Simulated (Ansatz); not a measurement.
# BH3O3 (boric acid): from total energies to a heat of formation

BH3O3: 7 atoms, total charge 0, spin state singlet. SMILES: `OB(O)O`. The coordinates come from a PBE0-D4/def2-TZVP relaxation.

Total energies at HF/def2-SVPD (Ansatz 0.2.0); the atoms run unrestricted:

```
species    state  energy (Eh)
  BH3O3  singlet  -251.024735
      O  triplet   -74.724233
      B  doublet   -24.501423
      H  doublet    -0.499278
```

Harmonic wavenumbers at PBE0-D4/def2-TZVP, in cm⁻¹: 428, 428, 442, 535, 535, 679, 886, 1019, 1019, 1019, 1480, 1480, 3903, 3903, 3904.

Measured heats of formation of the gaseous atoms at 298.15 K, in kJ/mol: O 249.2, B 570.3, H 218.0. Spin-orbit lowering of the atoms at 298 K (mean of the ground term's levels less their thermal mean, from spectra), in kJ/mol: O 0.40, B 0.00. Take 1 Eh = 2625.50 kJ/mol, 1 cm⁻¹ = 0.0119627 kJ/mol, RT = 2.479 kJ/mol.

Question: What heat of formation follows?

Answer: 
1. Electronic atomisation energy: 3 × (-74.724233) + (-24.501423) + 3 × (-0.499278) − (-251.024735) = 0.852779 Eh = 2239.0 kJ/mol.
2. Zero-point energy: half the sum of the wavenumbers, 10830 cm⁻¹ = 129.6 kJ/mol.
3. Thermal vibrational enthalpy, Σ hcν̃/(exp(hcν̃/kT) − 1): 4.0 kJ/mol. Translation, rotation and pV of a non-linear molecule: 4 RT = 9.9 kJ/mol.
4. The 7 free atoms carry 5/2 RT each: 43.4 kJ/mol.
5. Spin-orbit coupling lowers the free atoms by 3 × 0.40 + 0.00 = 1.2 kJ/mol.
6. Atomisation enthalpy at 298 K: 2239.0 − 1.2 − 129.6 − 4.0 − 9.9 + 43.4 = 2137.7 kJ/mol.
7. Sum of the atoms' heats of formation: 1971.9 kJ/mol. Heat of formation: 1971.9 − 2137.7 = -165.8 kJ/mol.

The tabulated value is -992.3 kJ/mol (NIST-JANAF tables; in doubt, as an older value, an estimate or one at odds with other calculations), so this level is off by +826.5 kJ/mol, or 27.9 % of the atomisation enthalpy that the table implies (2964.3 kJ/mol). Hartree–Fock leaves out correlation, which is larger in the molecule than in the atoms, so it underbinds and puts the heat of formation too high. Anharmonicity and any spin-orbit splitting of the molecule are left out.
